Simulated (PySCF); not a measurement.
PySCF input file for Cl₃Sc, SMILES [Sc+]([Cl])([Cl])[Cl] (connectivity only; charge and spin as stated), charge +1, multiplicity 2, PBE-D3(BJ)/def2-SVP. Geometry: PBE-D3(BJ)/def2-SVP. The spin state was assumed, not searched.

```python
import numpy as np
from pyscf import gto, scf, dft, df
from pyscf.hessian import thermo

mol = gto.M(
    atom='''
    Sc   -0.32693577    0.70854510    0.00000000
    Cl    1.31048395   -0.23449344    1.39611126
    Cl   -2.21710606   -0.40627470   -0.00000000
    Cl    1.31048395   -0.23449344   -1.39611126
    ''',
    basis='def2-SVP',
    charge=1,
    spin=1,
    max_memory=1600,
    verbose=3,
)
mf = dft.UKS(mol, xc='pbe').density_fit(auxbasis='def2-universal-jkfit')
mf.disp = 'd3bj'
mf.grids.level = 3
mf.conv_tol = 1e-11
mf.max_cycle = 100
mf.kernel()
fine, coarse = mf.grids, dft.Grids(mol).set(level=1).build(with_non0tab=True)
for _ in range(3):  # follow internal instabilities
    mf.grids = coarse
    mo, _, stable, _ = mf.stability(return_status=True, nroots=4)
    mf.grids = fine
    if stable:
        break
    mf.kernel(mf.make_rdm1(mo, mf.mo_occ))

# [left out here: the lines that compute and print the analytic Hessian (its translational invariance restored by hand, since the grid's response is missing), thermochemistry and intensities]
```

Output:

```

WARN: HOMO -0.367053440240182 >= LUMO -0.367053440240182


WARN: HOMO -0.409929289850792 >= LUMO -0.409248920619224

converged SCF energy = -2139.86698654827  <S^2> = 0.75341466  2S+1 = 2.0034117
<class 'pyscf.df.df_jk.DFUKS'> wavefunction is stable in the internal stability analysis

WARN: DFTD3 does not support analytical Hessian, using finite difference


WARN: Mole.unit (angstrom) is changed to Bohr

Mode                                 0                   1                   2
Irrep
Freq [cm^-1]                       71.3284             83.4996            156.4637
Reduced mass [au]                  36.7574             37.9002             36.7003
Force const [Dyne/A]                0.1102              0.1557              0.5294
Char temp [K]                     102.6257            120.1373            225.1164
Normal mode                   x     y     z       x     y     z       x     y     z
       0  Sc                -0.00 -0.00  0.06    0.01  0.08  0.00    0.04 -0.04  0.00
       1  Cl                 0.08  0.03  0.01   -0.06 -0.03  0.00   -0.03  0.02  0.10
       2  Cl                -0.00  0.00 -0.10    0.10 -0.05 -0.00    0.01  0.01 -0.00
       3  Cl                -0.08 -0.03  0.01   -0.06 -0.03 -0.00   -0.03  0.02 -0.10
Mode                                 3                   4                   5
Irrep
Freq [cm^-1]                      295.8366            387.1122            484.7369
Reduced mass [au]                  38.6685             38.4669             39.5203
Force const [Dyne/A]                1.9939              3.3963              5.4712
Char temp [K]                     425.6431            556.9683            697.4285
Normal mode                   x     y     z       x     y     z       x     y     z
       0  Sc                -0.00 -0.00  0.09   -0.05  0.07  0.00   -0.10 -0.04 -0.00
       1  Cl                -0.06  0.04 -0.06    0.05 -0.03  0.06    0.01 -0.00  0.01
       2  Cl                -0.00  0.00 -0.01   -0.04 -0.03  0.00    0.10  0.06 -0.00
       3  Cl                 0.06 -0.04 -0.06    0.05 -0.03 -0.06    0.01 -0.00 -0.01
temperature 298.1500 [K]
pressure 101325.00 [Pa]
Rotational constants [GHz] 2.96397 1.51703 1.15116
Symmetry number 1
Zero-point energy (ZPE) 0.00337 [Eh]   8846.249 [J/mol]
                           tot       elec      trans        rot        vib
Entropy [J/mol/K]       353.607      5.763    171.345    119.327     57.172
Cv [J/mol/K]             67.983      0.000     12.472     12.472     43.040
Cp [J/mol/K]             76.298      0.000     20.786     12.472     43.040
Internal energy [J/mol]                      3718.434   3718.434  17176.939
Internal energy [Eh]   -2139.85761  -2139.86699
Enthalpy [J/mol]                             6197.391   3718.434  17176.939
Enthalpy [Eh]          -2139.85667
Gibbs free energy [J/mol]                  -44889.127 -31859.048    131.221
Gibbs free energy [Eh] -2139.89682
mode   freq/cm-1   IR/(km/mol)
   1       71.33         6.090
   2       83.50         9.319
   3      156.46         7.559
   4      295.84         1.890
   5      387.11        35.428
   6      484.74        84.840
max |gradient| / (hartree/bohr): 0.00014074314710661224
APT charges: [ 1.4343 -0.0565 -0.3214 -0.0565]
```

Self-consistency was reached.
